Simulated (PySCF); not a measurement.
# Excitation energy of Mn²⁺ by level of theory

Mn²⁺ [Ar] 3d5 (6S) → Mn²⁺ [Ar] 3d4 4s1 (6D), as a difference of total energies. Calculation: PySCF 2.14, in x2c-TZVPPall; the spin-free X2C one-electron Hamiltonian (Gaussian nucleus). Correlated levels: valence and next inner shell: [Ne] frozen. The calculations carry no spin-orbit coupling.

| method | excitation energy (eV) |
| --- | --- |
| UHF | 7.392 |
| MP2 (valence and next inner shell) | 8.099 |
| SCS-MP2 (valence and next inner shell) | 7.781 |
| CCSD (valence and next inner shell) | 7.828 |
| CCSD(T) (valence and next inner shell) | 7.826 |

Task: How much does correlation contribute at CCSD(T) (valence and next inner shell)?

Result: 7.826 − (7.392) = 0.434 eV, measured against UHF.

A first-order spin-orbit estimate (lowest level to lowest level, LS coupling) adds -0.064 eV.

The basis was made for the ground configuration and has no added diffuse functions, so the excitation energy can come out too high.
